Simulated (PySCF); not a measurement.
Hydronium, H3O (cation, charge +1), SMILES [OH3+] (PBE0/def2-SVP optimised geometry):

```
4

O     -0.302    -0.171     0.000
H      0.679    -0.171     0.000
H     -0.679     0.736     0.000
H     -0.679    -0.736     0.709
```

Method: PBE0/def2-TZVP run with PySCF 2.14.0.

Problem. What are the frontier orbital energies?

Solution. HOMO-2 -25.96 eV, HOMO-1 -25.96 eV, HOMO -20.67 eV, LUMO -7.11 eV, LUMO+1 -4.47 eV.

Meta-Löwdin charges at PBE0/def2-TZVP: O1 -0.37, H2 0.46, H3 0.46, H4 0.46.
